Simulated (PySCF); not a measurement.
C5H5F, SMILES C#C[C@H](F)C=C. The structure is a stationary point at PBE0-D3(BJ)/def2-SVP. The structure was generated by enumeration; whether it is a known compound was not checked. One conformer was computed; it need not be the lowest.

Calculation: PySCF with PBE0-D3(BJ)/def2-SVP.

Harmonic wavenumbers (cm⁻¹): 94, 172, 255, 283, 454, 538, 602, 693, 695, 746, 913, 963, 1010, 1019, 1044, 1172, 1286, 1312, 1349, 1413, 1748, 2251, 3033, 3177, 3201, 3285, 3488. Rotational constants (GHz): 6.751, 2.533, 2.027; symmetry number 1.

Q: Work out the zero-point energy and the ideal-gas rigid-rotor harmonic-oscillator thermochemistry at 298.15 K and 1 atm.

A: ZPE = ½ Σ hcν = ½ × 36194 cm⁻¹ = 216.49 kJ/mol. H − E(el) = 235.52 kJ/mol. Entropy in J/(mol K): translation 164.02, rotation 111.42, vibration 52.42, total 327.86. G − E(el) = 137.76 kJ/mol. Cp = 100.22 J/(mol K). Modes under 150 cm⁻¹ make the vibrational entropy uncertain.
